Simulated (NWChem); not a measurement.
System: BeHOBr; SMILES [OH][Be][Br]

Input file for NWChem:

```
start job
memory heap 200 mb stack 900 mb global 1100 mb
geometry units angstroms noautoz
  Be     0.047704     1.208140    -0.000000
  Br    -0.083946    -0.758611     0.000000
  O      0.197964     2.607150    -0.000000
  H     -0.433303     3.318598     0.000000
end
basis spherical
  * library def2-tzvp
end
dft
  xc bhlyp
  iterations 150
  mulliken
end
task dft energy
```

All runs use the structure optimised with PBE0-D3(BJ)/def2-TZVP.

Q: Give the results of this calculation. (BHandHLYP/def2-TZVP.) Quantities: energy (Ha); highest occupied level (eV); orbital gap (eV); dipole (D).

A: 
| Quantity | Result |
|---|---|
| energy (Ha) | -2664.85 |
| highest occupied level (eV) | -9.72 |
| orbital gap (eV) | 9.66 |
| dipole (D) | 2.01 |
